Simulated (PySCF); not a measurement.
Stationary points of Al₂Se

These are results of PBE0 in PySCF with Se def2-TZVP, Al def2-TZVP; no relativity; density-fitted integrals, not measurements.

Relaxations began from a few typed shapes. The search is not exhaustive: other isomers or separated fragments can lie lower, and high-lying points may rest on an excited occupation.

```csv
spin,group,bonds,angles,imaginary modes (cm⁻¹),ΔE (kJ/mol),ΔE with ZPE (kJ/mol)
singlet,C2v,Se–Al 2.372 Å (×2),Al–Se–Al 114.5°,none,0.0,0.0
singlet,D∞h,Se–Al 2.360 Å (×2),Al–Se–Al 180.0°,"45i, 45i",11.7,–
```

The lowest minimum found is the singlet C2v: Se–Al 2.372 Å (×2); Al–Se–Al 114.5°.
